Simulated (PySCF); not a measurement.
A structure optimised at B3LYP-D3(BJ)/def2-TZVP, used in a PySCF frequency run:

```
Se
H 1 1.4734
I 1 2.5433 2 94.20
```

Write its SMILES, formula and point group.

[SeH]I, HISe, Cs

What are its rotational constants (standard atomic weights)?

235.44, 1.5907, 1.5800 GHz
